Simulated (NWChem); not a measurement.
C₂H₇Al, triplet; SMILES of the neutral closed-shell parent [CH3][AlH][CH3]

```xyz
10

Al     0.6975    -0.1041    -0.0730
C     -0.4581     1.7727    -0.0349
H      0.2069     2.6406    -0.0648
H     -0.8847     1.5028    -1.0155
H     -1.1955     1.7928     0.7736
C     -0.5107    -1.6653     0.0045
H      0.0151    -2.5394     0.4256
H     -1.3910    -1.4689     0.6403
H     -0.8696    -1.9646    -0.9941
H      0.8638     0.7450     1.3669
```
Atoms are numbered in this order, from 1.

Results from NWChem. Spin-unrestricted. All runs use the structure optimised with PBE0/def2-SVP, spin-unrestricted. The spin multiplicity was typed, not searched, and may not be the lowest. No stability test was run on the SCF state. Total energies of different functionals are on different scales.

| level | energy (Ha) | highest occupied level (eV) | lowest empty minus highest occupied level, either spin (eV) | dipole (D) | <S²> |
|---|---|---|---|---|---|
| B3LYP/def2-SVP | -322.6197 | -4.67 | 0.96 | 1.43 | 2.01 |
| MPW1K/def2-SVP | -322.5864 | -5.68 | 2.96 | 1.51 | 2.01 |
| PBE0/def2-SVP | -322.3763 | -4.94 | 1.50 | 1.46 | 2.01 |
| LC-BLYP (range parameter 0.33 per bohr)/def2-SVP | -322.1180 | -6.95 | 5.52 | 1.40 | 2.01 |
